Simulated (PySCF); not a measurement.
Identify the unknown among the candidates.

All candidates are C3H13ClSi4.

| technique | computed result |
| --- | --- |
| Dipole | 1.75 D [PBE0/pcSseg-1] |
| Rotational structure | rotational constants A, B, C: 0.879, 0.548, 0.477 GHz [GFN2-xTB] |
| 13C NMR | chemical shifts (computed TMS as zero) by class: 8.0 (1 C), 7.1 (1 C), -4.8 (1 C) ppm [GIAO PBE0/pcSseg-1] |
| NMR, other nuclei | isotropic shieldings of nuclei other than C and H, by class: 375 (1 Si), 408 (1 Si), 462 (1 Si), 471 (1 Si), 1045 (1 Cl) ppm [GIAO PBE0/pcSseg-1] |
| 1H NMR | chemical shifts (computed TMS as zero) by class: 5.56 (1 H), 5.48 (1 H), 3.63 (3 H), 3.54 (1 H), 3.51 (1 H), 3.44 (1 H), 0.85 (1 H), 0.83 (1 H), 0.27 (1 H), 0.19 (1 H), 0.04 (1 H) ppm [GIAO PBE0/pcSseg-1] |

The electronic properties come from PySCF, for the isolated species, density fitting. Levels stand in brackets. Geometry: GFN2-xTB, one conformer, isolated molecule. Each NMR value is the plain mean over a class of atoms that symmetry, rotation or inversion makes alike.

Question: Which candidate is it?
A. `C[C@@H]1[SiH2][SiH2][Si@@H](CCl)[SiH2]1`
B. `[SiH3][Si@@H]([SiH2][SiH2]Cl)C1CC1`
C. `C[C@@H]1[SiH2][SiH2][Si@H](CCl)[SiH2]1`

Answer: B. It is `[SiH3][Si@@H]([SiH2][SiH2]Cl)C1CC1`. Numbering: `[SiH3:1][Si@@H:2]([SiH2:3][SiH2:4][Cl:5])[CH:6]1[CH2:7][CH2:8]1`. Its formula, C3H13ClSi4, gives 1 degree of unsaturation: 1 ring and 0 π bonds in the structure found. 3 carbons fall into 3 classes; from least to most shielded: three-membered-ring carbon [C7] (8.0 ppm), three-membered-ring carbon [C8] (7.1 ppm), ring sp3 carbon bound to silicon [C6] (-4.8 ppm). Hydrogen classes from least to most shielded: 1 H on a chlorine-bound silicon, Si4 (5.56 ppm), 1 H on a chlorine-bound silicon, Si4 (5.48 ppm), 3 H on an SiH3 silicon, Si1 (3.63 ppm), 1 H on an SiH2 silicon, Si3 (3.54 ppm), 1 H on an SiH2 silicon, Si3 (3.51 ppm), 1 H on an SiH silicon, Si2 (3.44 ppm), 1 H on a three-membered-ring carbon, C7 (0.85 ppm), 1 H on a three-membered-ring carbon, C8 (0.83 ppm), 1 H on a three-membered-ring carbon, C7 (0.27 ppm), 1 H on a three-membered-ring carbon, C8 (0.19 ppm), 1 H on an sp3 carbon bound to silicon, C6 (0.04 ppm). The other shieldings belong to: 375 ppm, chlorine-bound silicon [Si4]; 408 ppm, SiH silicon [Si2]; 462 ppm, SiH3 silicon [Si1]; 471 ppm, SiH2 silicon [Si3]; 1045 ppm, silicon-bound chlorine [Cl5]. The optimised geometry has point group C1 and is an asymmetric top.

The others, at the same levels:
- `C[C@@H]1[SiH2][SiH2][Si@@H](CCl)[SiH2]1` fails: its computed 13C shifts are 32.5 (1 C), 19.2 (1 C), 6.8 (1 C) ppm, 1H shifts are 4.43 (1 H), 4.28 (1 H), 4.24 (1 H), 3.80 (1 H), 3.74 (1 H), 3.66 (1 H), 3.50 (1 H), 3.25 (1 H), 3.23 (1 H), 1.55 (3 H), 0.84 (1 H) ppm and rotational constant A is 1.032 GHz (against 0.879 GHz).
- `C[C@@H]1[SiH2][SiH2][Si@H](CCl)[SiH2]1` fails: its computed 13C shifts are 30.7 (1 C), 18.8 (1 C), 2.3 (1 C) ppm, 1H shifts are 4.40 (1 H), 4.09 (1 H), 4.09 (1 H), 4.09 (1 H), 4.02 (1 H), 3.65 (1 H), 3.37 (1 H), 3.26 (1 H), 3.24 (1 H), 1.35 (3 H), 1.08 (1 H) ppm and rotational constant A is 1.054 GHz (against 0.879 GHz).

Each candidate is one conformer, not necessarily the lowest. Dipoles, sizes and rotational constants follow the conformer. The torsions of the flexible species, by atom-mapped SMILES:
- `[SiH3:1][Si@@H:2]([SiH2:3][SiH2:4][Cl:5])[CH:6]1[CH2:7][CH2:8]1`: Si1–Si2–Si3–Si4 87°, Si2–Si3–Si4–Cl5 -42°, Si1–Si2–C6–C7 89°

The conformers of `C[C@@H]1[SiH2][SiH2][Si@@H](CCl)[SiH2]1` and `C[C@@H]1[SiH2][SiH2][Si@H](CCl)[SiH2]1` aren't listed.
